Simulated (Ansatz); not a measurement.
CH7FOSi2 can be A, `O[SiH2][SiH2]CF`, or B, `C[SiH](F)[SiH2]O`.

Calculated with Ansatz (gas phase, PBE0-D4/def2-TZVP geometries, no zero-point term in ΔE). CCSD(T)/CBS is the MP2 limit (def2-TZVPP, def2-QZVPP) plus CCSD(T) − MP2 in def2-TZVPP, frozen cores. Functionals use def2-TZVPP. B3LYP here is the variant with VWN-RPA as its local correlation; programs differ in this. One conformer a species, not always the lowest.

(1) Which isomer does CCSD(T)/CBS put lower? Give the gap. (Best estimate.)

(2) Give E(B) − E(A) in kcal/mol with MP2/def2-TZVPP, B3LYP-D4, HF/def2-TZVPP, CCSD(T)/def2-TZVPP, PBE-D4, PBE0-D4, B3LYP. (Estimate.)

Largest T1 diagnostic: 0.012.

## Answers

(1) The calculation gave: B, by 59.4 kcal/mol.

(2) Computed: MP2/def2-TZVPP -61.1, B3LYP-D4 -57.2, HF/def2-TZVPP -58.7, CCSD(T)/def2-TZVPP -58.2, PBE-D4 -54.9, PBE0-D4 -56.5, B3LYP -56.9. None reverses the order clearly.

From PBE to PBE0 (25 % exact exchange), in def2-TZVPP and without D4, E(B) − E(A) moves by −1.7 kcal/mol.
